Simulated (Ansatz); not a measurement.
## Two structures, one formula

The two ends of one reaction step of Si₂NH₁₁O, singlet (PBE0-D4/def2-TZVP).

A:

Si1  (-0.877, 0.237, -1.213)
H2  (1.605, -3.097, 0.407)
H3  (-1.267, 0.586, -2.617)
H4  (-0.822, -1.250, -1.152)
Si5  (1.191, 1.175, -0.663)
H6  (-1.132, 0.116, 1.726)
O7  (-2.092, 0.827, -0.233)
H8  (1.406, -2.389, 0.279)
N9  (-0.211, -0.299, 1.639)
H10  (1.051, 2.140, 0.461)
H11  (2.177, 0.124, -0.296)
H12  (1.764, 1.931, -1.818)
H13  (-2.890, 1.078, -0.699)
H14  (0.388, 0.110, 2.344)
H15  (-0.291, -1.288, 1.836)
(Å)

B:

Si1  (-0.158, -0.489, -1.982)
H2  (-0.434, -1.591, -1.021)
H3  (-1.434, 0.069, -2.491)
H4  (0.558, -1.105, -3.139)
Si5  (1.189, 1.155, -1.006)
H6  (-1.051, 0.157, 1.172)
O7  (-1.414, 0.676, 0.421)
H8  (-0.085, -1.852, 1.680)
N9  (-0.208, -1.054, 2.292)
H10  (0.506, 2.474, -0.934)
H11  (1.616, 0.760, 0.365)
H12  (2.440, 1.355, -1.796)
H13  (-1.551, 1.568, 0.747)
H14  (0.715, -0.745, 2.571)
H15  (-0.689, -1.379, 3.122)
(Å)

Ansatz 0.2.0; basis: def2-TZVPP; cores frozen in the correlated methods. B3LYP uses VWN-RPA correlation.

Q: Which structure is lower at CCSD(T), and by how much? (Judge from chemistry; the value comes from the calculation.)

A: By the calculation: A, by 28.8 kJ/mol (electronic energy, against the other). By their contacts, A is a complex of Si₂H₆O ([OH][SiH2][SiH3]) + NH₃ + H₂ and B is a complex of Si₂H₆ ([SiH3][SiH3]) + H₂O + NH₃.

All methods give the same order:

```tsv
method	E(B) − E(A) (kJ/mol)
SPW92	12.8
PBE-D4	21.4
BLYP-D4	31.0
r2SCAN-D4	30.2
B97M-V	29.0
PBE0-D4	22.4
B3LYP-D4	30.2
r2SCAN0-D4	29.1
BHLYP-D4	31.9
CAM-B3LYP-D4	28.9
wB97X-V	29.1
wB97M-V	30.5
B2PLYP	29.6
PBE-QIDH	27.0
RPA on PBE	29.3
HF	32.8
MP2	34.7
CCSD	28.4
CCSD(T)	28.8
```

The T1 diagnostic stays at or below 0.011.

Labels in which every atom is bracketed show which atoms are joined, not bond orders.

For scale, one of the runs: CCSD(T)/def2-TZVPP, 300 basis functions, launched by `ansatz run in.yaml --threads 8 --pin off --events-out ev --progress --plain --max-ram 19148MiB`. Hardware: 8 CPU threads of an Arm Neoverse V2, shared host. Wall time 2.4 min; peak host memory 9.9 GiB.
